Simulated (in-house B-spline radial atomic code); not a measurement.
# RPA and G0W0 on HSE06: Rb+

Configuration [Ar] 3d10 4s2 4p6, mean-field start HSE06. Computed with an all-electron radial atomic-structure program (B-spline basis): all electrons, scalar-relativistic (spin-free one-electron X2C), finite nucleus, each spin shell either full or empty, empty states to l = 9 with an (l + 1/2)⁻⁴ tail; G0W0 by contour deformation at full frequency.

Command:
```bash
python run_gw.py task.json out
```
Settings (radii: box in bohr, nucleus in fm):
```
Z                        37
electrons                36
configuration            [Ar] 3d10 4s2 4p6
hamiltonian              x2c
method                   hse06
lmax                     9
rms_radius               4.2036
spin_polarised           False
box_radius               23.78
intervals                71
```

Time taken, with all properties: 4.1 s on 1 thread of Arm Neoverse N1, on a shared host.

Energies (hartree):

```tsv
term	value
mean-field total	-2980.55719
Hartree-Fock functional on these orbitals	-2979.00018
direct second order	-2.9838
second-order exchange	0.85812
SOSEX correction	0.7941
```

Task: What is the RPA correlation energy, and what remains with SOSEX?

Result: RPA gives -2.6115 hartree (-1.97 eV per electron); RPA + SOSEX gives -1.8174, and the second-order doubles -2.1257 hartree (no singles). RPA lacks exchange-type terms and so overcorrelates at short range.

Quasi-particle levels (eV):

| level | occupied | mean field | Σx - vxc | Σc | QP weight | G0W0 |
| --- | --- | --- | --- | --- | --- | --- |
| 4p | yes | -22.947 | -4.40 | ? | ? | ? |
| 5s | no | -5.708 | 2.33 | -0.69 | 0.982 | -4.068 |

G0W0 = mean field + (Σx - vxc) + Σc, with Σc (partial-wave tail included) taken at the quasi-particle energy. Only the outer levels were computed. Levels of low weight are left out.

Task: Where does G0W0 put 4p?

Result: At -27.616 eV, with Σc = -0.26 eV and a quasi-particle weight of 0.921. The tabulated removal energy is 27.290 eV (NIST, measured); the calculation leaves out spin-orbit coupling, Breit and QED terms, and what these don't explain is the method's own error.
